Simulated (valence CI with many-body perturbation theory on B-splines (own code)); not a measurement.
**Ge+: key properties**

Computed by valence CI with perturbative core correlation (CI+MBPT): three valence electrons over a frozen Dirac-Fock core [Ar] 3d10, radial functions for each j: 9 s, 9 p, 8 d, 6 f, 3 g, 1 h, with the one-electron correlation potential Σ1 (screened to all orders), the two-electron term Σ2, the three-electron term Σ3, Breit, model QED; selected single and double excitations, second order for the rest, scaled by the run's own slope (own B-spline code, finite nucleus).

Set against measurement, 19 paired levels are off by 288 cm⁻¹ on average, the worst by 501. These come from a selection out of the NIST Handbook of Basic Atomic Spectroscopic Data. Levels without a partner in it may be off by more.

Names give the largest LS component (configuration and term), which can be under half, so a name can repeat, a term be missing and a line seem to break the LS rules; names also repeat where a configuration has a term twice.

Rates and lifetimes use the calculated energies. Strong lines usually hold to 10 to 20 %, long lifetimes can be off by a factor of two.

Task: What is the ground level?

Result: 4s2 4p 2P°_1/2, composition 96 % 4s2 4p 2P°, g = 0.666.

Task: How is the term 2P° of the ground level split?

Result: J = 1/2 at 0.000, J = 3/2 at 0.217 eV.

Task: What is the ionisation energy?

Result: 15.889 eV; NIST lists 15.9346 eV (measured).

Task: Name the longest-lived excited levels whose lifetime is computed, and their main decay.

Result: 4s2 4p 2P°_3/2 at 0.217 eV lives 20.5 s, mostly by M1 to 4s2 4p 2P°_1/2; 4s 4p2 4P_3/2 at 6.437 eV lives 14.1 μs, mostly by E1 to 4s2 4p 2P°_3/2; 4s 4p2 4P_5/2 at 6.569 eV lives 8.20 μs, mostly by E1 to 4s2 4p 2P°_3/2.

Task: How well does LS coupling describe the low levels?

Result: Among the lowest 20 levels the leading LS term, summed over configurations, holds 100 % on average. For single configurations the figures are 87 % in LS and 75 % in jj coupling. Terms hardly mix: every one of these levels is at least 95 % one term.

Task: Where does the other parity begin?

Result: At 4s 4p2 4P_1/2, 6.348 eV.

Task: What are the static dipole polarisabilities of the lowest levels?

Result: 4s2 4p 2P°_1/2 18.3; 4s2 4p 2P°_3/2 18.7 (tensor -1.1) bohr³, of which the core gives 0.763.
